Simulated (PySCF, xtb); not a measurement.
Al(H)(Br)(OMe) (CH4AlBrO), SMILES [O](C)[AlH][Br].

xtb with GFN2-xTB at its own geometry gives an orbital gap of 4.86 eV and a dipole moment of 4.77 D.

The structure is a stationary point at PBE0-D3(BJ)/def2-SVP. The structure was generated by enumeration; whether it is a known compound was not checked. One conformer was computed; it need not be the lowest.

Q: What does CAM-B3LYP/def2-TZVP in PySCF give? (The exact figures need the calculation; the answer reports its results.)

A: gap 9.82 eV (levels -9.79 and 0.03 eV), dipole 1.05 D.
